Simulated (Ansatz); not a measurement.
Relaxation of BBrCl$_{2}$H$_{2}$ (6 atoms, charge 0, multiplicity 1), to a largest force component of 0.03 eV/Å in at most 50 steps.

Computed with RKS PBE0/def2-SVP (Ansatz).

```xyz
6
Properties=species:S:1:pos:R:3:forces:R:3
B -0.316 -0.738 0.068 0.31 -0.02 1.34
H 0.509 1.470 -0.629 -0.62 -0.06 -2.42
Cl 0.773 -1.508 -1.040 -0.01 0.00 0.00
Cl -1.928 -0.299 -0.400 0.01 -0.01 0.00
H 0.707 1.543 0.041 0.72 0.38 2.25
Br 0.254 -0.467 1.960 -0.41 -0.30 -1.17
```

**Question.** Where does it end, and by what steps?

**Answer.** It converged. The force dipped under the threshold on the way, but the program's further checks kept it going. After 11 steps the energy has fallen by 0.251 eV; H2 moved furthest, 0.65 Å.

| step | energy less start (eV) | largest force component (eV/Å) | accepted |
| --- | --- | --- | --- |
| 0 | 0.0000 | 2.423 | yes |
| 1 | -0.1732 | 0.530 | yes |
| 2 | -0.2131 | 0.712 | yes |
| 3 | -0.2339 | 0.445 | yes |
| 4 | -0.2419 | 0.229 | yes |
| 5 | -0.2483 | 0.170 | yes |
| 6 | -0.2504 | 0.081 | yes |
| 7 | -0.2507 | 0.052 | yes |
| 8 | -0.2508 | 0.041 | yes |
| 9 | -0.2508 | 0.022 | yes |
| 10 | -0.2508 | 0.058 | no |
| 11 | -0.2508 | 0.022 | yes |

```xyz
6
Properties=species:S:1:pos:R:3
B -0.423 -1.036 0.178
H 0.733 2.060 -0.800
Cl 0.669 -1.765 -0.965
Cl -2.019 -0.557 -0.329
H 0.915 2.066 -0.063
Br 0.125 -0.766 1.979
```

Whether the end is a true minimum wasn't checked by a vibrational analysis.

Time of the run: 28 s on 2 threads of Arm Neoverse V1, on a shared host, peak memory 0.21 GiB.
